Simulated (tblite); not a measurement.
Parent: `[CH2:1]1[CH2:2][P:3]2[CH2:4][CH2:5][CH:6]1[CH2:7]2`, C6H11P.

Structures optimised with GFN2-xTB, isolated species. One conformer each, not checked by frequencies here.

```json
{"coordinate of the parent": "C1–C2", "value": "1.538 Å"}
{"coordinate of the parent": "C2–P3", "value": "1.868 Å"}
{"coordinate of the parent": "P3–C4", "value": "1.868 Å"}
{"coordinate of the parent": "C4–C5", "value": "1.538 Å"}
{"coordinate of the parent": "C5–C6", "value": "1.531 Å"}
{"coordinate of the parent": "C6–C7", "value": "1.524 Å"}
{"coordinate of the parent": "C1–C6", "value": "1.531 Å"}
{"coordinate of the parent": "P3–C7", "value": "1.859 Å"}
{"coordinate of the parent": "C2–C1–C6", "value": "107.4°"}
{"coordinate of the parent": "C1–C2–P3", "value": "107.3°"}
{"coordinate of the parent": "C2–P3–C4", "value": "93.6°"}
{"coordinate of the parent": "C2–P3–C7", "value": "88.8°"}
{"coordinate of the parent": "C4–P3–C7", "value": "88.8°"}
{"coordinate of the parent": "P3–C4–C5", "value": "107.3°"}
{"coordinate of the parent": "C4–C5–C6", "value": "107.4°"}
{"coordinate of the parent": "C5–C6–C7", "value": "105.2°"}
{"coordinate of the parent": "C1–C6–C5", "value": "110.0°"}
{"coordinate of the parent": "C1–C6–C7", "value": "105.2°"}
{"coordinate of the parent": "P3–C7–C6", "value": "98.8°"}
```

Q: How does the shared frame change in `[CH2:1]1[CH2:2][P@H+:3]2[CH2:4][CH2:5][C@@H:6]1[CH2:7]2` (charge +1), [C6H12P]+? Atoms pair as C1 = C1, C2 = C2, P3 = P3, C4 = C4, C5 = C5, C6 = C6, C7 = C7 (parent first).

A: 
```
  parent  relative  value in the relative  change
   C1–C2     C1–C2                1.554 Å  +0.016
   C2–P3     C2–P3                1.810 Å  -0.058
   P3–C4     P3–C4                1.810 Å  -0.058
   C4–C5     C4–C5                1.554 Å  +0.016
   C5–C6     C5–C6                1.540 Å  +0.009
   C6–C7     C6–C7                1.543 Å  +0.019
   C1–C6     C1–C6                1.540 Å  +0.009
   P3–C7     P3–C7                1.808 Å  -0.051
C2–C1–C6  C2–C1–C6                 108.8°    +1.4
C1–C2–P3  C1–C2–P3                 100.8°    -6.5
C2–P3–C4  C2–P3–C4                 103.2°    +9.6
C2–P3–C7  C2–P3–C7                  95.7°    +6.9
C4–P3–C7  C4–P3–C7                  95.6°    +6.8
P3–C4–C5  P3–C4–C5                 100.8°    -6.5
C4–C5–C6  C4–C5–C6                 108.7°    +1.3
C5–C6–C7  C5–C6–C7                 105.8°    +0.6
C1–C6–C5  C1–C6–C5                 110.7°    +0.7
C1–C6–C7  C1–C6–C7                 105.8°    +0.6
P3–C7–C6  P3–C7–C6                  91.7°    -7.1
```

Of the parent's bonds, C2–P3 and P3–C4 change most and about equally (-0.058 Å). Point group Cs → Cs.

All values are computed, not measured.
